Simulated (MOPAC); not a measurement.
MOPAC input (MNDO):

```
MNDO 1SCF UHF MS=0.5 GEO-OK AUX(PRECISION=9) THREADS=1
CH3BI

C    -2.67880100 1    0.11993000 1    0.13853400 1
B    -1.29940200 1    0.79753400 1    0.27285100 1
I     0.59710100 1   -0.08499300 1   -0.04957100 1
H    -3.49299200 1    0.83482900 1    0.00698600 1
H    -2.71732100 1   -0.62854900 1   -0.65846400 1
H    -2.86623800 1   -0.40891900 1    1.08327600 1
```

From the output:

```
                                                       MOPAC v23.2.5 Linux

          FINAL HEAT OF FORMATION =         34.46892 KCAL/MOL =     144.21798 KJ/MOL

          COSMO AREA              =        109.19 SQUARE ANGSTROMS
          COSMO VOLUME            =         95.22 CUBIC ANGSTROMS

          IONIZATION POTENTIAL    =          9.369981 EV
          ALPHA SOMO LUMO (EV)    =         -9.370  0.195
          BETA  SOMO LUMO (EV)    =        -10.540 -0.963
          NO. OF ALPHA ELECTRONS  =          9
          NO. OF BETA  ELECTRONS  =          8
          MOLECULAR WEIGHT        =        152.7492         POINT GROUP:  C1

          MOLECULAR DIMENSIONS (Angstroms)

            Atom       Atom       Distance
            H     4    I     3     4.19263
            H     5    B     2     1.94746
            I     3    H     6     1.47368

          SCF CALCULATIONS        =          1

   ATOM   CHEMICAL          X               Y               Z
  NUMBER   SYMBOL      (ANGSTROMS)     (ANGSTROMS)     (ANGSTROMS)

     1       C         -2.67880100  *   0.11993000  *   0.13853400  *
     2       B         -1.29940200  *   0.79753400  *   0.27285100  *
     3       I          0.59710100  *  -0.08499300  *  -0.04957100  *
     4       H         -3.49299200  *   0.83482900  *   0.00698600  *
     5       H         -2.71732100  *  -0.62854900  *  -0.65846400  *
     6       H         -2.86623800  *  -0.40891900  *   1.08327600  *

                             CARTESIAN COORDINATES

   1    C       -2.678801000     0.119930000     0.138534000
   2    B       -1.299402000     0.797534000     0.272851000
   3    I        0.597101000    -0.084993000    -0.049571000
   4    H       -3.492992000     0.834829000     0.006986000
   5    H       -2.717321000    -0.628549000    -0.658464000
   6    H       -2.866238000    -0.408919000     1.083276000

           Empirical Formula: C H3 B I  =     6 atoms

      MOLECULAR POINT GROUP   :   C1

          ALPHA EIGENVALUES
 -32.71872 -26.79007 -18.09691 -14.89492 -14.66017 -13.06601 -10.88679 -10.86661
  -9.36998   0.19462   1.04246   3.81806   4.02101   4.26220   5.75229

           BETA EIGENVALUES
 -32.46996 -26.02795 -17.16518 -14.71262 -14.59102 -12.10400 -10.63304 -10.53994
  -0.96334   0.68309   1.71272   3.95554   4.16645   4.70708   6.18073

              NET ATOMIC CHARGES AND DIPOLE CONTRIBUTIONS

  ATOM NO.   TYPE          CHARGE      No. of ELECS.   s-Pop       p-Pop
    1          C          -0.126124        4.1261     1.21896     2.90716
    2          B           0.089889        2.9101     1.59738     1.31273
    3          I          -0.063217        7.0632     1.96556     5.09765
    4          H           0.029498        0.9705     0.97050
    5          H           0.035150        0.9649     0.96485
    6          H           0.034804        0.9652     0.96520
 DIPOLE           X         Y         Z       TOTAL
 POINT-CHG.    -0.552     0.241     0.120     0.615
 HYBRID        -1.661    -0.121     0.067     1.667
 SUM           -2.214     0.120     0.187     2.225

          ATOMIC ORBITAL ELECTRON POPULATIONS

     Atom    s        px        py        pz
    1  C   1.21896   1.02925   0.94761   0.93031
    2  B   1.59738   0.74158   0.40803   0.16312
    3  I   1.96556   1.45213   1.74485   1.90068
    4  H   0.97050
    5  H   0.96485
    6  H   0.96520

                    (SZ)    =    0.500000
                    (S**2)  =    0.766687

          ATOMIC ORBITAL SPIN POPULATIONS

    Atom   Total    s     px     py     pz
         Atomic
    1  C  0.1412  0.019  0.084  0.035  0.004
    2  B  0.4669  0.229 -0.048  0.258  0.027
    3  I  0.3919  0.003  0.150  0.215  0.024
    4  H -0.0071 -0.007
    5  H  0.0131  0.013
    6  H -0.0060 -0.006

 **********************
 *                    *
 * JOB ENDED NORMALLY *
 *                    *
 **********************

 == MOPAC DONE ==
```

The geometry given is a B3LYP-D3(BJ)/def2-TZVP minimum.
